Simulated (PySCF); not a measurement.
C4H8OSi, SMILES C#C[SiH2]CCO. Atoms are numbered in the order given.

```xyz
14

C      1.9228    -2.0255     0.0369
C      1.5275    -0.8703     0.0085
Si     0.8898     0.8508    -0.0051
C     -0.8035     0.9050     0.8368
C     -1.7687    -0.1488     0.2962
O     -1.8095    -0.1679    -1.1176
H      2.2753    -3.0416     0.0549
H      1.8423     1.7153     0.7561
H      0.8383     1.3529    -1.4079
H     -1.2185     1.9227     0.7004
H     -0.6661     0.7783     1.9257
H     -1.4268    -1.1523     0.5975
H     -2.7808    -0.0066     0.7290
H     -2.1150     0.7004    -1.4136
```
Charge 0, spin multiplicity 1.

Coordinates come from a r2SCAN-D4/def2-SVP optimisation. This is a generated structure with no PubChem entry under its InChIKey; it may be hypothetical. The values are those of a single conformer.

Computed with PBE/pcSseg-1 run with PySCF.

GIAO shieldings, no solvent; atoms listed in one row are averaged. δ = σ(ref) − σ: ¹³C against TMS (σ = 182.0 ppm); ²⁹Si against TMS (σ = 335.4 ppm); ¹⁷O against H2O (σ = 334.3 ppm); ¹H against TMS (σ = 31.49 ppm), references at their B3LYP-D3(BJ)/def2-TZVP geometries, non-relativistic.

Computed chemical shifts:
```
nucleus  atoms  count  δ (ppm)
-------  -----  -----  -------
¹³C         C1      1    104.2
¹³C         C2      1     84.4
¹³C         C5      1     67.0
¹³C         C4      1     22.9
²⁹Si       Si3      1    -70.2
¹⁷O         O6      1     65.6
¹H          H9      1     4.87
¹H          H8      1     4.61
¹H         H13      1     4.61
¹H         H12      1     4.37
¹H          H7      1     2.55
¹H         H11      1     1.46
¹H         H10      1     1.13
¹H         H14      1    -0.13
```
